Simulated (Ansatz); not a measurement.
An input meant for GaH₂F⁺ (charge 1, doublet).

```yaml
crystal:
  periodic: [false, false, false]
  atoms:
    - {symbol: Ga, position_ang: [0.064658, 0.107570, -0.000269]}
    - {symbol: H, position_ang: [1.607926, -0.086837, 0.014588]}
    - {symbol: H, position_ang: [-0.831079, 1.379179, -0.019011]}
    - {symbol: F, position_ang: [-0.841515, -1.399911, 0.004681]}
basis:
  gaussian: {orbitals: cc-pVTZ-DK, final_grid: {core_spheres: 1, valence_spheres: 1, degree: 1}}
total_charge: 1
magnetization: {spin_polarized: true, initial_magnetization: 1}
hamiltonian: {xc: {name: PBE}}
scf: {omitted_lower_state_checks: [starts]}
output: {forces: true}
```

```sh
$ ansatz run in.yaml --threads 4 --pin off --events-out ev --progress --plain --max-ram 3916MiB
```

Output, abridged:

```
Functional definition: PBE
636 factors; their error is unknown
mean field evaluation 1: about -55609.4538 eV, gradient 8.1e1 eV
mean field evaluation 2: about -55310.5509 eV, gradient 1.7e2 eV
mean field evaluation 4: about -55620.4844 eV, gradient 3.8e1 eV
mean field evaluation 8: about -55628.0997 eV, gradient 4.2e-1 eV
mean field evaluation 16: about -55696.3829 eV, gradient 1.0e2 eV
mean field evaluation 32: about -55762.9369 eV, gradient 7.5e-2 eV
a density is far from that of the atoms, so the factors are made again for it
872 factors; integrals over basis functions are off by at most 1.7e-4 eV
mean field evaluation 64: about -55760.6645 eV, gradient 1.2e1 eV
mean field -55762.93578960 eV, -2049.2500927923 hartree, gradient 4.2e-6 eV, S^2 2.929818; 0 other end points of the search recorded, 0 dependent functions left out
reference -55762.93583108 eV, -2049.2500943168 hartree; 21, 20 occupied and 80, 81 virtual orbitals, 872 factors
Total energy: -55762.93583108 eV, -2049.2500943168 hartree
Relativity: scalar
Atom 0 at     0.064658     0.107570    -0.000269 Å, force   -36.186914   -60.192442     0.503077 eV/Å
Atom 1 at     1.607926    -0.086837     0.014588 Å, force   -13.404113    19.873917    -0.398303 eV/Å
Atom 2 at    -0.831079     1.379179    -0.019011 Å, force    23.842568    -2.514015     0.114796 eV/Å
Atom 3 at    -0.841515    -1.399911     0.004681 Å, force    25.748460    42.832540    -0.219570 eV/Å
Dipole moment:    -0.518668    -0.863211    -0.013337 e Å
Checks for a lower state left out: starts
```

In this input the integration grid is far too coarse. The run converged. The result belongs to that input, not to the species as meant.

DK, ANO-RCC and x2c sets are all-electron and run with scalar relativity unless a key says otherwise. The charge 1 doublet is spin-contaminated (final ⟨S²⟩ up to 2.93, 0.75 for a pure state).
